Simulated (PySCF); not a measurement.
H₃O₃P, SMILES OP(O)O. Coordinates come from a B3LYP-D3(BJ)/def2-SVP optimisation. Other conformers were not sampled.

Computed equilibrium geometry at B3LYP-D3(BJ)/def2-SVP (PySCF confirms it by a frequency run) as bond lengths and angles, and its point group (one conformer of several):
point group C3.
Atoms: P1 O2 O3 O4 H5 H6 H7. Bonded distances (Å): P1–O2 1.652, P1–O3 1.652, P1–O4 1.652, O2–H5 0.968, O3–H6 0.968, O4–H7 0.968. Angles (°): O2–P1–O3 97.8, O2–P1–O4 97.8, O3–P1–O4 97.8, P1–O2–H5 110.4, P1–O3–H6 110.4, P1–O4–H7 110.4.
Charge 0, spin multiplicity 1.
